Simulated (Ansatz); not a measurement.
C2H9NOSi (`C[Si](C)(N)O`). Charge 0, multiplicity 1.

```xyz
14

C    -1.0874   -0.6487    1.1606
Si    0.0481   -0.1853   -0.2441
C     1.2370    1.1677    0.2392
N    -0.9095    0.3805   -1.5464
O     0.9037   -1.5252   -0.7264
H    -1.6477    0.2192    1.5162
H    -1.8054   -1.4112    0.8460
H    -0.5269   -1.0566    2.0065
H     1.9033    0.8422    1.0430
H     0.7029    2.0560    0.5846
H     1.8643    1.4564   -0.6087
H    -0.4593    0.8085   -2.3401
H    -1.7016   -0.1645   -1.8490
H     1.4786   -1.9388   -0.0813
```

Task: What are the harmonic wavenumbers in cm⁻¹ at PBE0-D4/def2-TZVP (Ansatz, finite differences of forces, unscaled)? (An estimate is asked.)

Result: Computed: 84, 147, 160, 192, 233, 258, 261, 298, 306, 450, 638, 682, 717, 768, 769, 791, 809, 886, 896, 948, 1277, 1280, 1443, 1448, 1453, 1456, 1588, 3046, 3047, 3124, 3125, 3135, 3136, 3597, 3686, 3920.

Task: Is this a minimum?

Result: Yes, all 36 modes are real.

Task: Give the ideal-gas thermochemistry at 298.15 K and 1 bar (rigid rotor, harmonic oscillator; point group Cs, symmetry number 1).

Result: Zero-point energy 299.4 kJ/mol; H(298) − E = 325.3 kJ/mol; entropy 370.1 J/(mol·K), of which translation 165.1, rotation 110.9, vibration 94.1; G(298) − E = 214.9 kJ/mol. Modes under 100 cm⁻¹ are hindered rotations or soft bends, so the harmonic entropy is rough.

Task: And at 400, 500, 600, 800 and 1000 K?

Result: 
```csv
T (K),H − E (kJ/mol),S (J/mol/K),G − E (kJ/mol)
400,340.7,414.6,174.9
500,358.3,453.6,131.5
600,377.7,488.9,84.3
800,420.7,550.6,-19.8
1000,468.2,603.5,-135.3
```

Task: Rotational constants (cm⁻¹)?

Result: 0.1191, 0.1125, 0.1098.
